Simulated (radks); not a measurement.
Values are calculated unless marked as measured or tabulated.
All-electron atom: N3+ in [He] 2s2 (the NIST ground configuration). Level of theory: Dirac Kohn-Sham, PBE, spin-unpolarised, spherical densities, finite nucleus; Fermi nuclear charge, rms radius 2.5582 fm (a radial shooting solver on a logarithmic mesh with Libxc functionals).

Unscreened Slater integrals over Kohn-Sham orbitals (eV). Large and small components are both included.

| integral | value |
|---|---|
| F0(2s1/2,2s1/2) | 22.265 |
| F0(2s1/2,1s1/2) | 31.197 |
| G0(2s1/2,1s1/2) | 2.6541 |
| F0(1s1/2,1s1/2) | 112.03 |
